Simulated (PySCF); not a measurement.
## Static response to an electric field

C₅H₉ClO.
Geometry (PBE0-D3(BJ)/def2-SVP, Å), atoms numbered from 1 in this order:
```
atom  x, y, z in Å
C1    -1.4150    0.7288    0.6453
C2    -0.0404    1.0775    1.1924
C3     1.0857    0.7739    0.2137
C4     2.4518    1.1406    0.7653
C5     3.5768    0.8550   -0.1835
O6     3.5070    0.3840   -1.2656
Cl7    5.1682    1.3228    0.5099
H8    -2.2092    0.9612    1.3703
H9    -1.4881   -0.3433    0.4026
H10   -1.6311    1.2901   -0.2778
H11    0.1361    0.5260    2.1329
H12   -0.0085    2.1477    1.4636
H13    1.0768   -0.2965   -0.0515
H14    0.9191    1.3151   -0.7327
H15    2.6763    0.6024    1.7025
H16    2.5169    2.2096    1.0319
```

Level: CAM-B3LYP/def2-SVPD (PySCF), static field, nuclei fixed, core orbitals frozen in the response. The polarisability tensor in these axes (au):

```
x   100.24   4.62   1.83
y     4.62  65.20   5.06
z     1.83   5.06  73.98
```

**Question.** Give the principal values, the mean and the anisotropy Δα = √{½[(α1 − α2)² + (α2 − α3)² + (α1 − α3)²]}.

**Answer.** Principal values 62.57, 75.78 and 101.07 au; mean 79.81 au = 11.83 Å³ = 13.16 × 10⁻⁴⁰ C²·m²/J; Δα = 33.88 au (42 % of the mean).

**Question.** What is the dipole moment, and where does it point?

**Answer.** (-2.40, 0.57, 1.93) D, 3.13 D in size, pointing from the negative to the positive side. Measured along this direction, the outermost atoms are Cl7 and O6 at the negative end and H8 at the positive end.

**Question.** Directions of the eigenvectors, and the extent of the frame along each?

**Answer.** Largest value along (0.99, 0.14, 0.09), where the nuclei span 7.24 Å; middle along (-0.14, 0.38, 0.92), 3.66 Å; least along (-0.09, 0.92, -0.39), 1.81 Å. The response follows the extents in order.

**Question.** What would n − 1 = 2πNα be for an ideal gas of these molecules at 500 K and 1 atm, electronic part alone?

**Answer.** N = p/kT = 1.4678 × 10¹⁹ cm⁻³, so n − 1 = 2π × N × 11.83 × 10⁻²⁴ cm³ = 1091 × 10⁻⁶ at long wavelengths, for an ideal gas.

**Question.** Find the Langevin capture rate constant for O2+ (31.990 u) meeting this molecule (120.034 u), k = 2.342 × 10⁻⁹ cm³/s × √(α in Å³ / reduced mass in u).

**Answer.** The reduced mass is 25.26 u, so k = 1.60 × 10⁻⁹ cm³/s. The formula leaves out the permanent dipole, which adds to the capture rate.

**Question.** Estimate the molar refractivity from the static electronic polarisability.

**Answer.** Lorentz–Lorenz: R = (4π/3)N_A α = 2.5225 cm³/(mol·Å³) × 11.83 Å³ = 29.8 cm³/mol, in the limit of long wavelengths.

**Question.** What depolarisation ratio follows for Rayleigh scattering of linearly polarised light, taking the static tensor?

**Answer.** ρ = 3Δα²/(45ᾱ² + 4Δα²) = 3443.6/(286622 + 4591.5) = 0.0118.

The structure is a single PBE0-D3(BJ)/def2-SVP conformer in the gas phase; no vibrational or solvent corrections.
